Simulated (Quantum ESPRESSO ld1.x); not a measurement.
All-electron atom: the promethium ion Pm34+ in [Ar] 3d9 (the NIST ground configuration). All-electron calculation, Dirac Kohn-Sham, PBE, spin-unpolarised, spherical densities, point nucleus; open shells are shared between the two j in proportion to 2j + 1. Program: ld1.x of Quantum ESPRESSO 7.5. Some entries of the table are withheld. Estimate them.

orbital  occ.  eigenvalue (Ry)  <1/r> (bohr^-1)
1s1/2       2         -3410.60            67.45
2s1/2       2         -639.003            16.04
2p1/2       2         -611.134            16.01
2p3/2       4         -569.692            14.34
3s1/2       2         -211.387            5.974
3p1/2       2              (1)            5.894
3p3/2       4              (2)            5.474
3d3/2     3.6              (3)              (4)
3d5/2     5.4              (5)              (6)

Answer. 
(1) 3p1/2 eigenvalue (Ry): -199.666
(2) 3p3/2 eigenvalue (Ry): -190.812
(3) 3d3/2 eigenvalue (Ry): -171.031
(4) 3d3/2 <1/r> (bohr^-1): 5.351
(5) 3d5/2 eigenvalue (Ry): -169.057
(6) 3d5/2 <1/r> (bohr^-1): 5.245
